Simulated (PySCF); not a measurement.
Electronic structure of Rh³⁺ (rhodium, charge +3) at the UHF level

Configuration: [Kr] 4d6, high-spin 5D determinant. Computed with PySCF 2.14 in aug-cc-pVTZ-PP with one added diffuse shell each of s, p, d, f, g type with ECP28MDF (7s7p6d4f3g, 113 functions), with a scalar-relativistic core potential.

```
Total energy                                                  : -107.489439 hartree
One-electron energy                                           : -172.4449 hartree
Hartree (Coulomb) energy                                      : 74.7720 hartree
Exchange energy                                               : -9.8166 hartree
⟨S²⟩                                                          : 6.0027
⟨L²⟩                                                          : 6.029
Sum of ⟨r⟩                                                    : 16.74 bohr
Sum of ⟨r²⟩                                                   : 23.07 bohr²
Traceless quadrupole moment −½Σ⟨3z² − r²⟩ along its main axis : 0.568 e·bohr²
```

```
shell  electrons  mean orbital energy (eV)  spread (eV)  rms radius, mean of both spins (bohr)
 4s α          1                   -141.39            0                                   1.05
 4s β          1                   -133.29            0                                   1.05
 4p α          3                   -104.44        1.785                                   1.15
 4p β          3                   -94.342        1.453                                   1.15
 4d α          5                   -48.469        2.090                                   1.47
 4d β          1                   -44.052            0                                   1.47
```

Energies and moments cover only the electrons outside the core potential.
